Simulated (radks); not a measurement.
Results of a calculation; reference values are marked as such.
La XXXI, configuration [Ar] 3d9 (the NIST ground configuration). Level of theory: scalar-relativistic Kohn-Sham, LB94 model potential, spin-polarised, spherical densities, finite nucleus; open shells are filled with parallel spins first (spin-orbit coupling, left out, can overturn this in heavy ions); Fermi nuclear charge, rms radius 4.855 fm (a radial shooting solver on a logarithmic mesh with Libxc functionals).

Unscreened Slater integrals over Kohn-Sham orbitals (hartree). They are taken over the spin-up orbitals.

| integral | value |
|---|---|
| F0(3d,3d) | 3.6381 |
| F2(3d,3d) | 1.8472 |
| F4(3d,3d) | 1.1867 |
| F0(3d,3p) | 3.4074 |
| F2(3d,3p) | 1.6443 |
| G1(3d,3p) | 1.8203 |
| G3(3d,3p) | 1.1940 |
| F0(3d,3s) | 3.3767 |
| G2(3d,3s) | 1.3829 |
| F0(3p,3p) | 3.2694 |
| F2(3p,3p) | 1.6475 |
| F0(3p,3s) | 3.2408 |
| G1(3p,3s) | 2.1223 |
| F0(3s,3s) | 3.2194 |

Derived for the open shells (J is the average intra-shell exchange parameter used in DFT+U). 3d: Racah B = F2/49 - 5 F4/441 = 0.02424 hartree, C = 35 F4/441 = 0.09418 hartree, C/B = 3.88, F4/F2 = 0.642, J = (F2 + F4)/14 = 0.2167 hartree.
